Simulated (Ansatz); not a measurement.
`[NH2][GaH][CH]=O` + H₂ → `[NH2][GaH2]` + `C=O` at 700 K and 1 bar (hydrogenolysis of a Ga–C bond).

Calculated with Ansatz (gas phase, PBE0-D4/def2-TZVP geometries, no zero-point term in ΔE). CCSD(T)/CBS adds triple-zeta CCSD(T) − MP2 to the extrapolated MP2 energy (def2 sets, frozen cores). This one scheme is used for every species. For Ga outer-core shells are correlated without core-valence functions, which leaves a few kJ/mol of doubt a bond. Scalar relativity is left out up to krypton. One conformer a species, not always the lowest.

```json
{"species": "`[NH2][GaH][CH]=O`", "CCSD(T)/CBS energy (Eh)": "-2094.25862", "H − E (kJ/mol)": "197.0", "S (J/(mol·K))": "428.6"}
{"species": "H₂", "CCSD(T)/CBS energy (Eh)": "-1.17544", "H − E (kJ/mol)": "46.8", "S (J/(mol·K))": "155.3"}
{"species": "`[NH2][GaH2]`", "CCSD(T)/CBS energy (Eh)": "-1981.05479", "H − E (kJ/mol)": "148.0", "S (J/(mol·K))": "331.7"}
{"species": "`C=O`", "CCSD(T)/CBS energy (Eh)": "-114.39408", "H − E (kJ/mol)": "97.4", "S (J/(mol·K))": "254.3"}
```

H − E and S are ideal-gas, rigid-rotor, harmonic terms from PBE0-D4/def2-TZVP, for one conformer and one mirror image of each species. For small species the MP2-based limit differs from directly extrapolated CCSD(T) by up to some mEh (0.8 for H₂); such offsets cancel only in part. 1 Eh = 2625.50 kJ/mol, R = 8.31446 J/(mol·K).

**Question.** By hand: ΔE, ΔH, ΔS and ΔG.

**Answer.** ΔE = (-1981.05479) + (-114.39408) − (-2094.25862) − (-1.17544) = -0.01481 Eh = -38.9 kJ/mol. Δ(H − E) = 148.0 + 97.4 − 197.0 − 46.8 = 1.6, so ΔH = -37.3 kJ/mol. ΔS = 331.7 + 254.3 − 428.6 − 155.3 = 2.1 J/(mol·K). ΔG = -37.3 − 700 × (2.1)/1000 = -38.8 kJ/mol.

**Question.** By hand: the equilibrium constant, and the temperature at which ΔG would vanish if ΔH and ΔS stayed fixed.

**Answer.** log₁₀ K = −ΔG/(RT ln 10) = 2.9. ΔH and −TΔS have one sign here, so there is no such temperature.

The number of gas molecules stays the same, so ΔS is small and ΔH decides. A doubt of 5 kJ/mol in ΔE shifts log₁₀ K by 0.4 here. Other conformers and mirror images would add mixing entropy, several J/(mol·K) or more a flexible species. These are equilibria of isolated gas molecules and say nothing of rates. Largest T1 diagnostic: 0.016 (customary marks: 0.02 for closed shells, 0.045 for open ones).

ΔS is within the doubt of such terms, so its sign, and with it that verdict, could turn.
